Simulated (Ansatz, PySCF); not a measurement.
Si(H)(Me)2(SeH) (C2H8SeSi), SMILES C[SiH](C)[SeH]. Atoms are numbered in the order given.

```xyz
12

Si     0.1582    -0.9757    -0.1475
C     -1.1953    -1.5430    -1.3179
C      1.8280    -0.9858    -1.0053
Se    -0.3152     1.1028     0.7238
H      0.1914    -1.8391     1.0723
H     -1.2648    -0.8752    -2.1921
H     -2.1757    -1.5489    -0.8175
H     -0.9881    -2.5617    -1.6871
H      2.6276    -0.6642    -0.3208
H      1.8291    -0.3047    -1.8720
H      2.0706    -1.9979    -1.3713
H     -0.2977     1.7457    -0.6013
```
Charge 0, spin multiplicity 1.

Geometry optimised at r2SCAN-D4/def2-SVP. One conformer was computed; it need not be the lowest.

Two levels are set side by side: PBE-D3(BJ)/def2-SVP (Ansatz, a program for electronic structure) and r2SCAN-D4/def2-SVP (Ansatz). Each level has its own optimised geometry; the coordinates shown are those of the second. Frequencies come from the Hessian of PySCF at each geometry. Differences are taken from unrounded values.

```
quantity                            r2SCAN-D4  PBE-D3(BJ)  PBE-D3(BJ) minus r2SCAN-D4
----------------------------------  ---------  ----------  --------------------------
mean bond length (Å)                    1.422       1.431                       0.009
bond Si1–C2 (Å)                         1.877       1.888                       0.011
bond Si1–C3 (Å)                         1.877       1.888                       0.011
bond Si1–Se4 (Å)                        2.303       2.315                       0.012
bond Si1–H5 (Å)                         1.495       1.506                       0.011
bond C2–H6 (Å)                          1.102       1.109                       0.007
bond C2–H7 (Å)                          1.101       1.108                       0.007
bond C2–H8 (Å)                          1.103       1.110                       0.007
bond C3–H9 (Å)                          1.101       1.108                       0.007
bond C3–H10 (Å)                         1.102       1.109                       0.007
bond C3–H11 (Å)                         1.103       1.110                       0.007
bond Se4–H12 (Å)                        1.473       1.487                       0.014
highest harmonic wavenumber (cm⁻¹)       3151        3087                         -64
mean harmonic wavenumber (cm⁻¹)          1320        1286                         -34
zero-point energy (kcal/mol)            56.61       55.17                       -1.44
```
